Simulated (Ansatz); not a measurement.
Input for Ansatz (an electronic-structure program): R-B3LYP/def2-TZVPP on CH5NSn (SMILES [CH3][Sn][NH2]), a point of a torsion scan. Elements past Kr take the def2 small-core potentials; no spin–orbit coupling.

Ansatz 0.2 input:
```yaml
crystal:
  periodic: [false, false, false]
  atoms:
    - {symbol: C, position_ang: [1.33579569, -0.11714703, 0.14327050]}
    - {symbol: Sn, position_ang: [-0.18723605, 1.49875249, 0.61979188]}
    - {symbol: N, position_ang: [-1.81022009, 0.40857774, -0.23055369]}
    - {symbol: H, position_ang: [1.36670761, -0.29329563, -0.93249725]}
    - {symbol: H, position_ang: [2.35267375, 0.09966396, 0.47299901]}
    - {symbol: H, position_ang: [1.02955945, -1.05645227, 0.60469015]}
    - {symbol: H, position_ang: [-2.57039593, 0.18616096, 0.40309171]}
    - {symbol: H, position_ang: [-2.25043835, 0.82266495, -1.04457780]}
basis:
  gaussian:
    orbitals: def2-TZVPP
hamiltonian:
  xc: {name: B3LYP}
scf: {lower_state_search: off}
```

The head of its log:

```
WARN ansatz: RAYON_NUM_THREADS=1 ignored (pool sized by the plan → 1); use --threads N
Functional definition: B3LYP
these checks for a lower state are left out or cut short: stability, starts, cluster_reference, orbital_swaps, neighbouring_geometries, increment
integrals: 0.08 GiB planned
1062 factors; their error is unknown
mean field: 0.77 GiB planned
mean field evaluation 1: about -8425.0714 eV, gradient 9.1e1 eV
mean field evaluation 2: about -8342.7275 eV, gradient 1.7e2 eV
```

Problem. Predict the final total energy.

Solution. -310.2762 hartree.
